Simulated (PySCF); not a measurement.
## MoO₃⁻, doublet: molecular constants

Computed with PySCF, UB3LYP, basis Mo def2-SVPD with ECP28, O def2-SVPD (scalar-relativistic core potentials, no spin–orbit coupling, density fitting).

The structure is a minimum.

- Point group: C3v
- Bond lengths: Mo–O 1.745 Å (×3)
- Bond angles: O–Mo–O 116.7° (×3)
- Rotational symmetry number: 3
- Lowest empty level (β): 1.58 eV
- Principal quadrupole moments (Buckingham, traceless) about the centre of mass: -6.45, -6.45, 12.91 D Å
- Principal polarisabilities: 55.6, 64.3, 64.3 bohr³
- Enthalpy at 298.15 K above 0 K: 14.18 kJ/mol
- Zero-point energy: 21.0 kJ/mol
- Spin squared ⟨S²⟩: 0.755
- Entropy at 298.15 K and 1 bar (electronic part: spin only): 297.0 J/(mol K)
- Highest occupied level (α): -1.32 eV
- Dipole moment about the centre of mass: 1.54 D
- Rotational constants: 0.228, 0.228, 0.1194 cm⁻¹
- Heat capacity Cp at 298.15 K: 61.2 J/(mol K)

Harmonic modes (masses in u: Mo 97.905, O 15.995):
```
symmetry  ω (cm⁻¹)  IR (km/mol, summed over degenerate members)
      a1       147                                         21.8
       e       307                                          3.5
       e       907                                          713
      a1       928                                         26.0
```

In C3v the vibrations span 2a1 + 2e.

Charges (e); Mulliken and Löwdin values are unreliable with diffuse functions:
| atom | Mulliken | Löwdin | polar tensor | spin (Mulliken) | Mayer order to Mo1 |
| --- | --- | --- | --- | --- | --- |
| Mo1 | 1.79 | 1.06 | 1.65 | 1.14 | – |
| O2,3,4 | -0.93 | -0.69 | -0.88 | -0.05 | 1.35 |

Mulliken populations on Mo1 (electrons outside its core potential): s 2.41, p 5.98, d 3.73, f 0.09.

Formally Mo is in oxidation state +5, d1, with 1 unpaired electron. The Mulliken spin on Mo is 1.14. The polar-tensor charge on Mo, 1.65, is far below the formal one.

Only a few start shapes were tried, so a lower isomer may exist. Other spin states or occupations of the open shell can lie lower. The lowest empty level of this anion is unbound, so it and the gap depend on the basis.

The final relaxation and frequency run took about 4 core-minutes on a shared host.
